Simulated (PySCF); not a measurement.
Job file and geometry (Å, from PBE0-D3(BJ)/def2-SVP) of a spin–spin coupling run on n-GeGeGeGeGeGeH14, PySCF 2.14.0, density-fitted response routines, PBE/pcJ-1 Ge:pcSseg-1 indirect spin-spin coupling, non-relativistic, gas phase; density fitting, a coarse starting grid and PySCF grid level 2 are the driver's defaults:

```
$ OMP_NUM_THREADS=2 python probes_run.py task.json out

{"job": {"kind": "j", "xc": "PBE", "basis": "pcJ-1"}, "charge": 0, "multiplicity": 1}
Ge    -2.688157     0.040235    -0.581675
Ge    -1.411712     1.460587     0.920317
Ge     0.586791     2.324636    -0.150210
Ge     1.871323     0.600927    -1.293375
Ge     1.211184    -1.677180    -0.773509
Ge     0.931338    -2.074466     1.605435
H     -4.178125     0.428289    -0.555143
H     -2.169526     0.195012    -2.024656
H     -2.553367    -1.437168    -0.174465
H     -1.017315     0.662851     2.179194
H     -2.290582     2.644211     1.375740
H      1.481296     3.006199     0.905984
H      0.162838     3.393214    -1.179192
H      1.766418     0.815529    -2.817788
H      3.355123     0.761384    -0.903069
H      2.299291    -2.623875    -1.321142
H     -0.104543    -2.013366    -1.503546
H     -0.549560    -1.940070     2.000944
H      1.409276    -3.493799     1.965286
H      1.750419    -1.059022     2.424221
```

Q: Write the output of this run.

A: 
```
coarse grid: 79104 points
cycle   1  E = -12466.9542462477  dE = -3.882e+00  |g| = 2.556e+00  |ddm| = 4.374e+00
cycle   2  E = -12466.6858615137  dE =  2.684e-01  |g| = 2.875e+00  |ddm| = 2.407e+00
cycle   3  E = -12467.2729079904  dE = -5.870e-01  |g| = 3.130e-01  |ddm| = 1.780e+00
cycle   4  E = -12467.2850855478  dE = -1.218e-02  |g| = 1.409e-01  |ddm| = 5.232e-01
cycle   5  E = -12467.2929179295  dE = -7.832e-03  |g| = 1.829e-02  |ddm| = 1.972e-01
cycle   6  E = -12467.2930117837  dE = -9.385e-05  |g| = 5.978e-03  |ddm| = 2.656e-02
cycle   7  E = -12467.2930188090  dE = -7.025e-06  |g| = 1.376e-03  |ddm| = 5.724e-03
final grid: 153440 points
cycle   8  E = -12467.2929412226  dE = -7.607e-08  |g| = 1.869e-03  |ddm| = 4.421e-03
cycle   9  E = -12467.2929408858  dE =  3.368e-07  |g| = 2.727e-03  |ddm| = 3.599e-03
cycle  10  E = -12467.2929416843  dE = -7.985e-07  |g| = 1.512e-04  |ddm| = 1.950e-03
cycle  11  E = -12467.2929416923  dE = -7.973e-09  |g| = 5.000e-05  |ddm| = 2.353e-04
cycle  12  E = -12467.2929416929  dE = -5.584e-10  |g| = 4.512e-06  |ddm| = 5.740e-05
converged SCF energy = -12467.2929416929

Indirect spin-spin couplings (Hz)
  i      j    bonds     total        FC       PSO       DSO        SD
  6 H    7 H    2      3.526     5.967     1.060    -3.500         -
  6 H    8 H    2      3.904     6.414     1.078    -3.588         -
  6 H    9 H    3      0.936     2.355     0.563    -1.982         -
  6 H   10 H    3      2.282     1.763    -0.144     0.662         -
  6 H   11 H    4      2.653     4.029     0.558    -1.934         -
  6 H   12 H    4     -0.649    -0.170     0.207    -0.685         -
  6 H   13 H    5     -0.714     0.031     0.313    -1.059         -
  6 H   14 H    5     -1.464    -0.161     0.532    -1.835         -
  6 H   16 H    6      0.268     1.113     0.319    -1.164         -
  6 H   17 H    7     -0.257     0.082     0.121    -0.461         -
  6 H   18 H    7     -0.877     0.062     0.395    -1.334         -
  6 H   19 H    7     -0.912     0.032     0.400    -1.344         -
  7 H    8 H    2      3.280     5.525     0.969    -3.213         -
  7 H    9 H    3      7.111     9.130     0.774    -2.793         -
  7 H   10 H    3      1.560     3.044     0.590    -2.075         -
  7 H   11 H    4     -1.642    -0.279     0.533    -1.897         -
  7 H   12 H    4      0.881    -0.035    -0.356     1.272         -
  7 H   13 H    5      1.397     0.131    -0.537     1.803         -
  7 H   14 H    5     -1.051     0.001     0.405    -1.457         -
  7 H   15 H    6     -0.202     0.390     0.243    -0.836         -
  7 H   16 H    6      2.579     0.161    -1.032     3.451         -
  7 H   17 H    7     -0.218     0.005     0.103    -0.327         -
  7 H   18 H    7     -0.848    -0.013     0.358    -1.192         -
  7 H   19 H    7     -0.502     0.203     0.310    -1.015         -
  8 H    9 H    3      2.224     1.502    -0.243     0.965         -
  8 H   10 H    3      5.991     8.019     0.782    -2.810         -
  8 H   11 H    4      0.730     1.959     0.501    -1.729         -
  8 H   12 H    4     -1.417    -0.218     0.490    -1.689         -
  8 H   13 H    5     -0.335     0.033     0.176    -0.543         -
  8 H   14 H    5     -1.063    -0.055     0.417    -1.425         -
  8 H   16 H    6      2.640    -0.182    -1.225     4.047         -
  8 H   17 H    7      2.580    -0.080    -1.189     3.848         -
  8 H   19 H    7     -0.347     0.064     0.177    -0.587         -
  9 H   10 H    2      2.299     4.302     0.914    -2.917         -
  9 H   11 H    3      0.080    -0.177    -0.058     0.315         -
  9 H   12 H    3     12.183    14.622     0.919    -3.357         -
  9 H   13 H    4     -1.532    -0.243     0.520    -1.810         -
  9 H   14 H    4     -0.756    -0.239     0.220    -0.738         -
  9 H   15 H    5     -1.133    -0.068     0.428    -1.494         -
  9 H   16 H    5      0.166     0.014    -0.026     0.178         -
  9 H   17 H    6      2.741    -0.482    -1.428     4.651         -
  9 H   18 H    6      0.252     1.089     0.316    -1.152         -
  9 H   19 H    6      2.157     0.132    -0.857     2.882         -
 10 H   11 H    3     -1.117    -0.759     0.184    -0.541         -
 10 H   12 H    3      0.224     0.022    -0.022     0.225         -
 10 H   13 H    4      0.847     2.018     0.476    -1.647         -
 10 H   14 H    4      2.634     3.984     0.547    -1.897         -
 10 H   15 H    5     -1.745    -0.327     0.575    -1.993         -
 10 H   16 H    5     -1.138    -0.064     0.434    -1.508         -
 10 H   17 H    6      0.214     0.800     0.229    -0.815         -
 10 H   19 H    6     -0.475     0.137     0.257    -0.869         -
 11 H   12 H    2      3.671     5.826     0.984    -3.139         -
 11 H   13 H    3      5.244     7.149     0.741    -2.647         -
 11 H   14 H    3      2.991     2.213    -0.246     1.024         -
 11 H   15 H    4      0.633     1.760     0.460    -1.586         -
 11 H   16 H    4     -1.494    -0.203     0.522    -1.813         -
 11 H   17 H    5     -0.254     0.003     0.131    -0.389         -
 11 H   18 H    5     -0.788     0.045     0.346    -1.179         -
 11 H   19 H    5      1.154     0.111    -0.436     1.479         -
 12 H   13 H    3      2.957     2.197    -0.239     0.999         -
 12 H   14 H    3      0.889     2.251     0.549    -1.912         -
 12 H   15 H    4      2.633     3.963     0.540    -1.869         -
 12 H   16 H    4     -0.728    -0.188     0.231    -0.771         -
 12 H   17 H    5     -1.036    -0.066     0.400    -1.370         -
 12 H   18 H    5     -1.410    -0.129     0.524    -1.805         -
 12 H   19 H    5     -1.003     0.010     0.398    -1.411         -
 13 H   14 H    2      2.695     4.770     0.957    -3.031         -
 13 H   15 H    3     -1.059    -0.749     0.166    -0.476         -
 13 H   16 H    3      0.247    -0.052    -0.074     0.373         -
 13 H   18 H    4      3.276     4.639     0.555    -1.918         -
 13 H   19 H    4     -1.767    -0.428     0.527    -1.866         -
 14 H   15 H    3      0.515     0.203    -0.064     0.375         -
 14 H   16 H    3     11.844    14.261     0.911    -3.328         -
 14 H   17 H    4     -1.220    -0.125     0.451    -1.545         -
 14 H   18 H    4     -0.847    -0.169     0.284    -0.963         -
 14 H   19 H    4      0.820    -0.071    -0.348     1.239         -
 15 H   16 H    2      1.976     3.969     0.911    -2.903         -
 15 H   17 H    3      8.468    10.688     0.847    -3.067         -
 15 H   18 H    3      1.879     1.436    -0.114     0.557         -
 15 H   19 H    3     -0.234     0.960     0.487    -1.681         -
 16 H   17 H    3      1.525     0.885    -0.214     0.855         -
 16 H   18 H    3     -0.512     0.566     0.440    -1.518         -
 16 H   19 H    3      9.533    11.777     0.854    -3.098         -
 17 H   18 H    2      3.865     6.329     1.059    -3.523         -
 17 H   19 H    2      3.422     5.712     0.985    -3.275         -
 18 H   19 H    2      3.638     6.132     1.083    -3.577         -
```

Size and cost of the density-fitted run: 386 basis functions; peak memory 3.1 GiB.
